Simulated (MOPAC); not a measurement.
MOPAC input (AM1):

```
AM1 PRECISE GNORM=0.05 LET XYZ GEO-OK AUX(PRECISION=9) THREADS=1
C3H8O2Si

C    -0.81968100 1    1.82906200 1   -0.06733100 1
Si   -0.61094800 1    0.14854400 1    0.70376400 1
C    -1.62022600 1   -1.17486000 1   -0.12825800 1
O     1.04299900 1   -0.29225800 1    0.70498100 1
C     1.74743800 1   -0.45730800 1   -0.41335900 1
O     1.32324300 1   -0.32161200 1   -1.53000800 1
H    -0.17369200 1    2.56576400 1    0.41396100 1
H    -0.57845700 1    1.79935800 1   -1.13026200 1
H    -1.85287600 1    2.16761200 1    0.04342100 1
H    -0.89915900 1    0.19594500 1    2.15360100 1
H    -1.38548100 1   -1.22887400 1   -1.19168200 1
H    -1.43121800 1   -2.15290700 1    0.31825500 1
H    -2.68598000 1   -0.95848300 1   -0.01998400 1
H     2.78501600 1   -0.73843200 1   -0.18609600 1
```

Output:

```
 *******************************************************************************
 **                                                                           **
 **                              MOPAC v23.2.5                                **
 **                                                                           **
 *******************************************************************************
 ** MOPAC's Digital Object Identifier: https://doi.org/10.5281/zenodo.6511958 **
 **                                                                           **
 ** Please cite the open-source release paper for use of this MOPAC version:  **
 ** J. E. Moussa and J. J. P. Stewart (2026)                                  **
 ** MOPAC: An open-source semiempirical molecular orbital program             **
 ** J. Open Source Softw., 11(119), 8025, https://doi.org/10.21105/joss.08025 **
 *******************************************************************************

                              AM1 CALCULATION RESULTS

 *******************************************************************************
 *  AM1        - The AM1 Hamiltonian to be used
 *  GEO-OK     - OVERRIDE INTERATOMIC DISTANCE AND OTHER SAFETY CHECKS
 *  LET        - OVERRIDE SOME SAFETY CHECKS
 *  PRECISE    - TIGHTER CRITERIA TO BE USED
 *  XYZ        - CARTESIAN COORDINATE SYSTEM TO BE USED
 *  GNORM      - EXIT WHEN GRADIENT NORM DROPS BELOW 0.050
 *  AUX        - OUTPUT AUXILIARY INFORMATION
 *******************************************************************************
AM1 PRECISE GNORM=0.05 LET XYZ GEO-OK AUX(PRECISION=9) THREADS=1
 C3H8O2Si

   ATOM   CHEMICAL          X               Y               Z
  NUMBER   SYMBOL      (ANGSTROMS)     (ANGSTROMS)     (ANGSTROMS)

     1       C         -0.81968100  *   1.82906200  *  -0.06733100  *
     2      Si         -0.61094800  *   0.14854400  *   0.70376400  *
     3       C         -1.62022600  *  -1.17486000  *  -0.12825800  *
     4       O          1.04299900  *  -0.29225800  *   0.70498100  *
     5       C          1.74743800  *  -0.45730800  *  -0.41335900  *
     6       O          1.32324300  *  -0.32161200  *  -1.53000800  *
     7       H         -0.17369200  *   2.56576400  *   0.41396100  *
     8       H         -0.57845700  *   1.79935800  *  -1.13026200  *
     9       H         -1.85287600  *   2.16761200  *   0.04342100  *
    10       H         -0.89915900  *   0.19594500  *   2.15360100  *
    11       H         -1.38548100  *  -1.22887400  *  -1.19168200  *
    12       H         -1.43121800  *  -2.15290700  *   0.31825500  *
    13       H         -2.68598000  *  -0.95848300  *  -0.01998400  *
    14       H          2.78501600  *  -0.73843200  *  -0.18609600  *

          CARTESIAN COORDINATES

    NO.       ATOM           X           Y           Z

     1         C         -0.8197      1.8291     -0.0673
     2        Si         -0.6109      0.1485      0.7038
     3         C         -1.6202     -1.1749     -0.1283
     4         O          1.0430     -0.2923      0.7050
     5         C          1.7474     -0.4573     -0.4134
     6         O          1.3232     -0.3216     -1.5300
     7         H         -0.1737      2.5658      0.4140
     8         H         -0.5785      1.7994     -1.1303
     9         H         -1.8529      2.1676      0.0434
    10         H         -0.8992      0.1959      2.1536
    11         H         -1.3855     -1.2289     -1.1917
    12         H         -1.4312     -2.1529      0.3183
    13         H         -2.6860     -0.9585     -0.0200
    14         H          2.7850     -0.7384     -0.1861

  H: (AM1): M.J.S. DEWAR ET AL, J. AM. CHEM. SOC. 107 3902-3909 (1985)
  C: (AM1): M.J.S. DEWAR ET AL, J. AM. CHEM. SOC. 107 3902-3909 (1985)
  O: (AM1): M.J.S. DEWAR ET AL, J. AM. CHEM. SOC. 107 3902-3909 (1985)
 Si: (AM1): M.J.S.DEWAR, C. JIE, ORGANOMETALLICS, 6, 1486-1490 (1987).

           Empirical Formula: C3 H8 O2 Si  =    14 atoms

      MOLECULAR POINT GROUP   :   Cs

      RHF CALCULATION, NO. OF DOUBLY OCCUPIED LEVELS = 18

          Geometry optimization using EF

          DIAGONAL MATRIX USED AS START HESSIAN

 CYCLE:     1  GRAD.:   156.772 HEAT: -125.9198
 CYCLE:     2  GRAD.:   394.327 HEAT: -105.3496
 CYCLE:     3  GRAD.:   228.782 HEAT: -117.9109
 CYCLE:     4  GRAD.:   142.279 HEAT: -130.5867
 CYCLE:     5  GRAD.:   460.931 HEAT: -97.85127
 CYCLE:     6  GRAD.:   186.056 HEAT: -128.7772
 CYCLE:     7  GRAD.:   446.220 HEAT: -98.92656
 CYCLE:     8  GRAD.:   166.993 HEAT: -125.9177
 CYCLE:     9  GRAD.:   337.762 HEAT: -107.4474
 CYCLE:    10  GRAD.:   132.401 HEAT: -131.5960
 CYCLE:    11  GRAD.:   358.592 HEAT: -105.0418
 CYCLE:    12  GRAD.:    76.518 HEAT: -133.1396
 CYCLE:    13  GRAD.:   489.650 HEAT: -82.68587
 CYCLE:    14  GRAD.:    55.225 HEAT: -134.4912
 CYCLE:    15  GRAD.:   108.314 HEAT: -129.9182
 CYCLE:    16  GRAD.:    48.692 HEAT: -135.5404
 CYCLE:    17  GRAD.:   206.195 HEAT: -120.8853
 CYCLE:    18  GRAD.:    34.959 HEAT: -135.9148
 CYCLE:    19  GRAD.:    83.554 HEAT: -133.3773
 CYCLE:    20  GRAD.:     4.667 HEAT: -136.4621
 CYCLE:    21  GRAD.:     3.460 HEAT: -136.4982
 CYCLE:    22  GRAD.:     5.393 HEAT: -136.5374
 CYCLE:    23  GRAD.:    18.428 HEAT: -136.4395
 CYCLE:    24  GRAD.:     2.810 HEAT: -136.5490
 CYCLE:    25  GRAD.:     8.908 HEAT: -136.5296
 CYCLE:    26  GRAD.:     3.661 HEAT: -136.5495
 CYCLE:    27  GRAD.:     3.507 HEAT: -136.5507
 CYCLE:    28  GRAD.:     2.690 HEAT: -136.5570
 CYCLE:    29  GRAD.:     6.770 HEAT: -136.5390
 CYCLE:    30  GRAD.:     0.630 HEAT: -136.5626
 CYCLE:    31  GRAD.:     0.609 HEAT: -136.5645
 CYCLE:    32  GRAD.:     1.956 HEAT: -136.5696
 CYCLE:    33  GRAD.:     0.435 HEAT: -136.5716
 CYCLE:    34  GRAD.:     0.159 HEAT: -136.5718
 CYCLE:    35  GRAD.:     0.266 HEAT: -136.5720
 CYCLE:    36  GRAD.:     0.488 HEAT: -136.5723
 CYCLE:    37  GRAD.:     0.650 HEAT: -136.5727
 CYCLE:    38  GRAD.:     0.386 HEAT: -136.5731
 CYCLE:    39  GRAD.:     0.231 HEAT: -136.5735
 CYCLE:    40  GRAD.:     0.348 HEAT: -136.5738
 CYCLE:    41  GRAD.:     0.355 HEAT: -136.5740
 CYCLE:    42  GRAD.:     0.238 HEAT: -136.5742
 CYCLE:    43  GRAD.:     0.194 HEAT: -136.5743
 CYCLE:    44  GRAD.:     0.508 HEAT: -136.5748
 CYCLE:    45  GRAD.:     0.811 HEAT: -136.5756
 CYCLE:    46  GRAD.:     2.153 HEAT: -136.5750
 CYCLE:    47  GRAD.:     0.858 HEAT: -136.5775
 CYCLE:    48  GRAD.:     0.422 HEAT: -136.5780
 CYCLE:    49  GRAD.:     0.878 HEAT: -136.5785
 CYCLE:    50  GRAD.:     0.355 HEAT: -136.5788
 CYCLE:    51  GRAD.:     0.100 HEAT: -136.5789
 CYCLE:    52  GRAD.:     0.068 HEAT: -136.5790
 CYCLE:    53  GRAD.:     0.504 HEAT: -136.5785
 CYCLE:    54  GRAD.:     0.028 HEAT: -136.5790

     GRADIENT =  0.02833 IS LESS THAN CUTOFF =  0.05000

 -------------------------------------------------------------------------------
 AM1 PRECISE GNORM=0.05 LET XYZ GEO-OK AUX(PRECISION=9) THREADS=1
 C3H8O2Si

     GEOMETRY OPTIMISED USING EIGENVECTOR FOLLOWING (EF).
     SCF FIELD WAS ACHIEVED

                              AM1 CALCULATION
                                                       MOPAC v23.2.5 Linux

          FINAL HEAT OF FORMATION =       -136.57896 KCAL/MOL =    -571.44638 KJ/MOL

          COSMO AREA              =        137.88 SQUARE ANGSTROMS
          COSMO VOLUME            =        133.26 CUBIC ANGSTROMS

          GRADIENT NORM           =          0.02833          =       0.00757 PER ATOM
          IONIZATION POTENTIAL    =         11.178461 EV
          HOMO LUMO ENERGIES (EV) =        -11.178  0.835
          NO. OF FILLED LEVELS    =         18
          MOLECULAR WEIGHT        =        104.1805         POINT GROUP:  Cs

          MOLECULAR DIMENSIONS (Angstroms)

            Atom       Atom       Distance
            H    14    H     9     5.53901
            H    12    H     7     4.65049
            H    10    O     6     3.30854

          SCF CALCULATIONS        =         55

   ATOM   CHEMICAL          X               Y               Z
  NUMBER   SYMBOL      (ANGSTROMS)     (ANGSTROMS)     (ANGSTROMS)

     1       C         -0.80591614  *   1.79299003  *  -0.08420362  *
     2      Si         -0.59347556  *   0.14576188  *   0.61129606  *
     3       C         -1.59017438  *  -1.14983697  *  -0.14386076  *
     4       O          1.16248989  *  -0.32559835  *   0.77604005  *
     5       C          1.78818541  *  -0.46868578  *  -0.38673499  *
     6       O          1.06473718  *  -0.25576312  *  -1.37527005  *
     7       H         -0.19873257  *   2.55395523  *   0.46013086  *
     8       H         -0.49396577  *   1.83064934  *  -1.15577786  *
     9       H         -1.86898021  *   2.12843106  *  -0.03787205  *
    10       H         -0.88738508  *   0.19509423  *   2.04109031  *
    11       H         -1.32720984  *  -1.29742854  *  -1.21907488  *
    12       H         -1.44789012  *  -2.13190532  *   0.36541964  *
    13       H         -2.67961197  *  -0.91323203  *  -0.09994450  *
    14       H          2.85164015  *  -0.75299702  *  -0.34406614  *

                             CARTESIAN COORDINATES

   1    C       -0.805916138     1.792990034    -0.084203620
   2   Si       -0.593475562     0.145761876     0.611296065
   3    C       -1.590174377    -1.149836974    -0.143860757
   4    O        1.162489890    -0.325598348     0.776040054
   5    C        1.788185409    -0.468685783    -0.386734990
   6    O        1.064737184    -0.255763119    -1.375270053
   7    H       -0.198732571     2.553955234     0.460130858
   8    H       -0.493965769     1.830649335    -1.155777862
   9    H       -1.868980214     2.128431060    -0.037872053
  10    H       -0.887385077     0.195094226     2.041090314
  11    H       -1.327209840    -1.297428543    -1.219074880
  12    H       -1.447890124    -2.131905323     0.365419641
  13    H       -2.679611973    -0.913232033    -0.099944502
  14    H        2.851640145    -0.752997025    -0.344066141

           Empirical Formula: C3 H8 O2 Si  =    14 atoms

      MOLECULAR POINT GROUP   :   Cs

                  EIGENVALUES
 -40.31812 -35.82167 -29.14396 -28.58544 -24.18081 -18.29122 -17.89312 -16.14854
 -14.74225 -14.45123 -13.96194 -13.52507 -13.27262 -12.32794 -12.32754 -11.59838
 -11.36454 -11.17846   0.83545   1.03969   1.82099   2.06180   2.18772   3.23745
   4.29788   4.32604   4.40993   4.44979   5.19988   5.27735   5.37300   6.34720

              NET ATOMIC CHARGES AND DIPOLE CONTRIBUTIONS

  ATOM NO.   TYPE          CHARGE      No. of ELECS.   s-Pop       p-Pop
    1          C          -0.601300        4.6013     1.27200     3.32930
    2         Si           1.308382        2.6916     0.78619     1.90543
    3          C          -0.601298        4.6013     1.27201     3.32929
    4          O          -0.522150        6.5221     1.87006     4.65209
    5          C           0.277347        3.7227     1.25949     2.46316
    6          O          -0.405635        6.4056     1.91380     4.49183
    7          H           0.096460        0.9035     0.90354
    8          H           0.111663        0.8883     0.88834
    9          H           0.096320        0.9037     0.90368
   10          H          -0.251838        1.2518     1.25184
   11          H           0.111660        0.8883     0.88834
   12          H           0.096460        0.9035     0.90354
   13          H           0.096319        0.9037     0.90368
   14          H           0.187611        0.8124     0.81239
 DIPOLE           X         Y         Z       TOTAL
 POINT-CHG.     0.382    -0.122     0.984     1.063
 HYBRID        -0.124     0.044    -0.565     0.580
 SUM            0.258    -0.077     0.419     0.498

          ATOMIC ORBITAL ELECTRON POPULATIONS

     Atom    s        px        py        pz
    1  C   1.27200   1.05637   1.17679   1.09614
    2 Si   0.78619   0.53415   0.65464   0.71664
    3  C   1.27201   1.09742   1.13161   1.10026
    4  O   1.87006   1.48177   1.77030   1.40002
    5  C   1.25949   0.93417   0.71309   0.81590
    6  O   1.91380   1.56539   1.49164   1.43480
    7  H   0.90354
    8  H   0.88834
    9  H   0.90368
   10  H   1.25184
   11  H   0.88834
   12  H   0.90354
   13  H   0.90368
   14  H   0.81239

 **********************
 *                    *
 * JOB ENDED NORMALLY *
 *                    *
 **********************

 == MOPAC DONE ==
```

The geometry given is a B3LYP-D3(BJ)/def2-TZVP minimum.
